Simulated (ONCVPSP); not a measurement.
**Transferability test, ONCV potential for O**

* Element: O
* Generator: ONCVPSP 4.0.1
* Type: optimised norm-conserving Vanderbilt (ONCV)
* Functional: PBE
* Relativity: scalar-relativistic
* Frozen core: [He]
* Valence charge: 6
* Reference configuration: 2s2 2p3 (charge +1)
* Partial waves: 2s: rc 0.80 bohr, ncon 4, nbas 9, qcut 7.3 1/bohr, 2 projectors, debl 2.2 Ha; 2p: rc 1.80 bohr, ncon 4, nbas 8, qcut 9.6 1/bohr, 2 projectors, debl 1.1 Ha; d scattering state at 0.04 Ha: rc 1.60 bohr, ncon 4, nbas 9, qcut 5 1/bohr, 2 projectors, debl 2.4 Ha
* Local potential: polynomial inside 0.70 bohr (lpopt 5, dvloc0 -1 Ha)
* Core correction: none

Energies are relative to the spin-unpolarised reference configuration 2s2 2p3; without spin polarisation the order of configurations can differ from experiment.

(1) Give the all-electron excitation energy and the error of the potential for: 2s2 2p4; 2s2 2p2; 2s2 2p1; 2s2 2p0.

Note: no bound ghost flagged; GHOST(+) flagged for d at 11.6 eV.

Answers

(1)

```csv
valence configuration,charge,ΔE all-electron (eV),error AE − PS (meV)
2s2 2p4,0,-16.431,+44
2s2 2p2,+2,33.586,+138
2s2 2p1,+3,87.455,+849
2s2 2p0,+4,164.359,+2748
```
